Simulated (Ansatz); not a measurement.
Molecule: trichloro(methoxy)silane, CH$_{3}$Cl$_{3}$OSi, charge 0, multiplicity 1. 
Structure (B3LYP-D3(BJ)/def2-TZVP (Ansatz, a first-principles code) minimum search):
```
O
C 1 1.4283
H 2 1.0877 1 107.24
H 2 1.0914 3 109.43 1 -119.99
H 2 1.0914 3 109.43 4 -120.03
Si 1 1.6106 2 126.13 3 -180.00
Cl 6 2.0279 1 107.46 2 -180.00
Cl 6 2.0447 1 110.84 2 59.84
Cl 6 2.0447 1 110.84 2 -59.84
```
Charge 0, spin multiplicity 1.

Basis-set convergence of Hartree-Fock and CCSD(T) correlation energies (hartree) with Ansatz. Valence correlation only, unless marked. Spin-orbit coupling is left out. Non-relativistic.

```json
[
 {"basis": "aug-cc-pV(D+d)Z", "functions": "201", "E(HF)": "-1782.15568", "E(corr, CCSD(T))": "-0.97351"},
 {"basis": "aug-cc-pV(T+d)Z", "functions": "381", "E(HF)": "-1782.24856", "E(corr, CCSD(T))": "-1.21830"},
 {"basis": "aug-cc-pV(Q+d)Z", "functions": "654", "E(HF)": "-1782.26914", "E(corr, CCSD(T))": "-1.30110"}
]
```

Extrapolating the two largest sets (X = 3 and 4) as X^-3: E(corr) = (64·(-1.30110) - 27·(-1.21830))/37 = -1.3615 Eh, an estimate of the basis-set limit. The largest set recovers 95.6 % of it, the smallest 71.5 %.
